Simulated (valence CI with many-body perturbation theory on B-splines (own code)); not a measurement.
Sn¹⁰⁺: key properties

Computed by valence CI with perturbative core correlation (CI+MBPT): four valence electrons over a frozen Dirac-Fock core [Kr], a basis of 7 s, 7 p, 8 d, 6 f, 4 g, 1 h functions for each j, with the one-electron correlation potential Σ1 (screened to all orders), the two-electron term Σ2, the three-electron term Σ3, Breit, model QED; selected single and double excitations, second order for the rest, scaled by the run's own slope (own B-spline code, finite nucleus).

No measured levels were compared; by estimate terms of the open shell hold to 2 to 4 % of their energy, and close levels can change places. Excitations out of the core, of the other parity, are not computed and may begin above about 51.3 eV (a cautious bound); beyond it only levels of the ground parity were kept, without lifetimes.

Names give the largest LS component (configuration and term), which can be under half, so a name can repeat, a term be missing and a line seem to break the LS rules; names also repeat where a configuration has a term twice.

Rates and lifetimes use the calculated energies. Strong lines usually hold to 10 to 20 %, long lifetimes can be off by a factor of two.

Q: What is the ground level?

A: 4d⁴ ⁵D_0, composition 83 % 4d⁴ ⁵D + 15 % 4d⁴ ³P.

Q: How is the term ⁵D of the ground level split?

A: J = 0 at 0, J = 1 at 3008, J = 2 at 6532, J = 3 at 9980, J = 4 at 13205 cm⁻¹.

Q: What is the ionisation energy?

A: 208.37 eV; NIST lists 208 ± 2.4 eV (theoretical).

Q: How well does LS coupling describe the low levels?

A: Among the lowest 20 levels the leading LS term, summed over configurations, holds 74 % on average. For single configurations the figures are 73 % in LS and 63 % in jj coupling. Terms mix most in the J = 4 level at 39727 cm⁻¹, where the leading one holds 34 %.
